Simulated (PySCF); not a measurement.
**RuH⁺: one state, many levels of theory**

State: ⁵Π (quintet), unpaired electrons σ ↑, π ↑, δ ↑↑. Set-up: H def2-TZVPPD, Ru def2-TZVPPD with ECP28; scalar-relativistic core potentials (PySCF 2.14). De refers to H + Ru⁺ (4d7) in their high-spin ground configurations, without counterpoise correction. The functionals are run spin-unrestricted. A positive dipole points towards Ru; it is taken about the centre of mass and depends on that origin.

| Level | Re (Å) | ωe (cm⁻¹) | De (eV) | μ (D) | CPU s a point (SCF and correlation, without the integrals) |
| --- | --- | --- | --- | --- | --- |
| UHF | 1.646 | 1844 | n/a | 2.44 | 0.35 |
| UHF-MP2 | 1.552 | 2229 | n/a | n/a | 0.56 |
| UHF-SCS-MP2 | 1.562 | 2222 | n/a | n/a | n/a |
| UHF-CCSD | 1.594 | 2044 | 1.97 | n/a | n/a |
| UHF-CCSD(T) | 1.595 | 2024 | 2.06 | n/a | 18 |
| PBE | 1.602 | 1977 | 2.30 | 1.04 | 0.39 |
| r²SCAN | 1.593 | 2032 | 2.44 | 1.26 | 0.53 |
| M06-L | 1.628 | 1863 | 1.50 | 1.48 | 1 |
| PBE0 | 1.596 | 2016 | 1.99 | 1.34 | 0.9 |
| r²SCAN0 | 1.591 | 2047 | 2.13 | 1.47 | 1.7 |
| MN15 | 1.580 | 2075 | 2.45 | 1.23 | 0.79 |
| M06-2X | 1.586 | 2029 | 1.48 | 1.34 | 2.8 |
| LC-ωPBE | 1.591 | 2071 | 1.79 | 1.69 | 1.4 |
| B2PLYP | 1.594 | 2031 | 1.92 | 1.71 | 0.71 |

The bond length runs from 1.552 Å (UHF-MP2) to 1.646 Å (UHF). De spans 1.48 eV (M06-2X, hybrid meta-GGA) to 2.45 eV (MN15, hybrid meta-GGA).

Correlated steps freeze no core orbitals. The metal atom is held in its measured ground configuration; semilocal functionals can put another filling of s and d lower by some tenths of an eV, and De to that atom would be smaller. These are scalar-relativistic numbers at best; spin–orbit coupling would shift them, the dissociation energy most. For an ion De counts to the pair picked by the measured ionisation energies or electron affinities, which need not be the lowest pair at this level. B2PLYP dipoles, levels and charges come from its SCF part alone. The state is the lowest single determinant that the PBE0 search found; with open d or f shells the true ground state can be another one.

The whole job (state search and all levels along the bond) took about 5.9 min on 1 thread of AMD EPYC 9R45 96-Core (shared host), peak memory 1.9 GiB.
